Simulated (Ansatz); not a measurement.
**Relative stability**

The two ends of one reaction step of AlSiH$_{8}$O$_{3}$, doublet (PBE0-D4/def2-TZVP).

A:

| atom | x (Å) | y (Å) | z (Å) |
| --- | --- | --- | --- |
| Al1 | -1.2103 | 0.9370 | -0.8802 |
| O2 | 0.0597 | -0.4786 | -0.5192 |
| Si3 | -0.4180 | -2.0167 | -0.0299 |
| H4 | -2.4973 | 0.2244 | -0.2115 |
| H5 | 1.1643 | 1.5691 | 0.5655 |
| O6 | -0.3387 | 2.1184 | 0.1202 |
| H7 | 0.9073 | -0.0807 | -0.0986 |
| O8 | 1.8528 | 0.8497 | 0.6246 |
| H9 | 0.7910 | -2.8746 | -0.0747 |
| H10 | -1.4278 | -2.4745 | -1.0062 |
| H11 | -0.9674 | -1.9762 | 1.3433 |
| H12 | -0.5420 | 3.0479 | 0.0213 |
| H13 | 2.6265 | 1.1549 | 0.1452 |

B:

Al1  (-1.394, 0.758, -0.747)
O2  (-0.347, -0.530, -0.118)
Si3  (-0.370, -2.163, -0.059)
H4  (-2.556, 1.217, 0.271)
H5  (0.742, 1.875, -0.045)
O6  (-0.137, 2.218, -0.416)
H7  (1.194, 0.152, 0.420)
O8  (1.808, 0.909, 0.558)
H9  (1.021, -2.640, 0.181)
H10  (-0.859, -2.748, -1.338)
H11  (-1.234, -2.656, 1.047)
H12  (-0.480, 2.897, 0.172)
H13  (2.614, 0.712, 0.074)
(Å)

Computed with Ansatz 0.2.0 (basis: def2-TZVPP); correlated methods freeze the cores; orbitals are unrestricted. B3LYP uses VWN-RPA correlation.

**Question.** Which structure is lower at CCSD(T), and by how much? (An estimate is asked for; the value comes from the calculation.)

**Answer.** The calculation gives: B, by 19.1 kJ/mol (electronic energy, against the other). By their contacts, A is a complex of AlSiH₆O₂ ([OH][AlH][OH][SiH3]) + H₂O and B is a complex of AlSiH₆O₂ ([OH2][AlH][O][SiH3]) + H₂O.

All methods give the same order:

| method | E(B) − E(A) (kJ/mol) |
| --- | --- |
| SPW92 | -8.4 |
| PBE-D4 | -14.2 |
| BLYP-D4 | -14.6 |
| r2SCAN-D4 | -17.1 |
| B97M-V | -22.0 |
| PBE0-D4 | -16.9 |
| B3LYP-D4 | -16.7 |
| r2SCAN0-D4 | -18.5 |
| BHLYP-D4 | -19.4 |
| CAM-B3LYP-D4 | -16.7 |
| wB97X-V | -17.4 |
| wB97M-V | -17.2 |
| B2PLYP | -18.9 |
| PBE-QIDH | -19.2 |
| RPA on PBE | -19.3 |
| HF | -28.1 |
| MP2 | -18.9 |
| CCSD | -20.2 |
| CCSD(T) | -19.1 |

T1 diagnostic: at most 0.013. ⟨S²⟩ of the unrestricted Hartree–Fock references: 0.75 (a pure state has 0.75).

Labels in which every atom is bracketed show which atoms are joined, not bond orders.

For scale, one of the runs: CCSD(T)/def2-TZVPP, 289 basis functions, launched by `ansatz run in.yaml --threads 4 --pin off --events-out ev --progress --plain --max-ram 66560MiB --backend cuda --devices 0, --max-vram 37GiB`. Time: 16 s of wall clock on 4 CPU threads of an AMD EPYC 7R13 and a share of one NVIDIA H100; the host was shared. Peak host memory: 0.84 GiB.
